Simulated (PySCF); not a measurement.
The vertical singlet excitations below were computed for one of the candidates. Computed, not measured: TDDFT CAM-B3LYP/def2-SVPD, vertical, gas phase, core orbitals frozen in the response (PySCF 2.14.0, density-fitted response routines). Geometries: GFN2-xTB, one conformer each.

```csv
state,E (eV),λ (nm),f
S1,4.22,294.1,0.0034
S2,5.19,239.0,0.023
S3,6.09,203.7,0.022
S4,6.76,183.4,0.0026
S5,7.14,173.7,0.011
S6,7.20,172.2,0.038
S7,7.48,165.7,0.012
S8,7.62,162.8,0.0029
```

Orbital energies (eV): HOMO-3 -12.16, HOMO-2 -11.29, HOMO-1 -9.73, HOMO -9.03, LUMO -0.65, LUMO+1 0.84, LUMO+2 0.92.

Question: Which structure fits?
A. `C1(=C([C@H]1F)CF)O[SiH2]O`
B. `O=C1[C@@H](F)CS[C@@H]1F`
C. `CO[SiH2]C=C(F)F`
D. `CC([SiH2]O)=C(F)F`

Answer: B. Its S1, at 4.22 eV, is the lowest among the candidates; the nearest of the others has S1 at 6.70 eV. S1 is HOMO-1→LUMO (61%), HOMO→LUMO (31%). Löwdin shares by element: HOMO sulfur 59%, carbon 16% or more, oxygen 9% (atoms not listed hold the other 15%); LUMO carbon 37% or more, oxygen 30%, sulfur 14% (atoms not listed hold the other 19%). At the same level the other candidates give, for their lowest levels:
- `O[SiH2]OC1=C(CF)[C@H]1F`: 6.80 eV (f 0.017); 7.08 eV (f 0.093); 7.12 eV (f 0.014); 7.33 eV (f 0.127); 7.70 eV (f 0.015); T1 4.95 eV; HOMO -8.88, LUMO 0.73 eV
- `CC([SiH2]O)=C(F)F`: 6.70 eV (f 0.006); 6.96 eV (f 0.003); 7.39 eV (f 0.349); 7.56 eV (f 0.002); 7.85 eV (f 0.004); T1 4.51 eV; HOMO -8.95, LUMO 0.76 eV
- `CO[SiH2]C=C(F)F`: 7.05 eV (f 0.010); 7.33 eV (f 0.000); 7.41 eV (f 0.363); 7.58 eV (f 0.002); 8.00 eV (f 0.001); T1 4.57 eV; HOMO -9.23, LUMO 0.99 eV
Triplets come from the Tamm–Dancoff approximation.
